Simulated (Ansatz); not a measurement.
CH6Si3, SMILES `C[SiH]1[SiH]=[SiH]1` (charge 0, multiplicity 1).

The numbers are results of LC-ωPBE/cc-pVTZ // PBE0-D3(BJ)/def2-TZVP in Ansatz (a program for electronic structure), not measurements.

Ansatz 0.2 input:
```yaml
crystal:
  periodic: [false, false, false]
  atoms:
    - { symbol: C, position_ang: [1.65428, 0.40831, -0.459515] }
    - { symbol: Si, position_ang: [0.205923, -0.122969, 0.604105] }
    - { symbol: Si, position_ang: [-1.571555, -1.327721, -0.193809] }
    - { symbol: Si, position_ang: [-1.92104, 0.68347, 0.333693] }
    - { symbol: H, position_ang: [2.414922, -0.377139, -0.480958] }
    - { symbol: H, position_ang: [1.333601, 0.615673, -1.4813] }
    - { symbol: H, position_ang: [2.11587, 1.309053, -0.045276] }
    - { symbol: H, position_ang: [0.733586, -0.391235, 1.97551] }
    - { symbol: H, position_ang: [-2.096184, -2.622825, -0.709693] }
    - { symbol: H, position_ang: [-2.8694, 1.825383, 0.457244] }
basis:
  gaussian: { orbitals: cc-pVTZ }
hamiltonian:
  xc: lc_wpbe
```

Output:

```
Functional definition: LC-wPBE
1349 factors; their error is unknown
474 factors; integrals over basis functions are off by at most 3.1e-5 eV
mean field evaluation 1: about -24755.4526 eV, gradient 3.4e1 eV
mean field evaluation 2: about -24757.0028 eV, gradient 2.3e1 eV
mean field evaluation 4: about -24758.3082 eV, gradient 6.8e-1 eV
mean field evaluation 8: about -24758.2434 eV, gradient 2.5e-1 eV
mean field evaluation 16: about -24758.2435 eV, gradient 3.3e-5 eV
mean field -24758.24354540 eV, -909.8486685531 hartree, gradient 3.3e-5 eV, S^2 0.000000; 0 other end points of the search recorded, 0 dependent functions left out
reference -24758.24354540 eV, -909.8486685534 hartree; 27, 27 occupied and 189, 189 virtual orbitals, 1349 factors
Total energy: -24758.24354540 eV, -909.8486685534 hartree
```
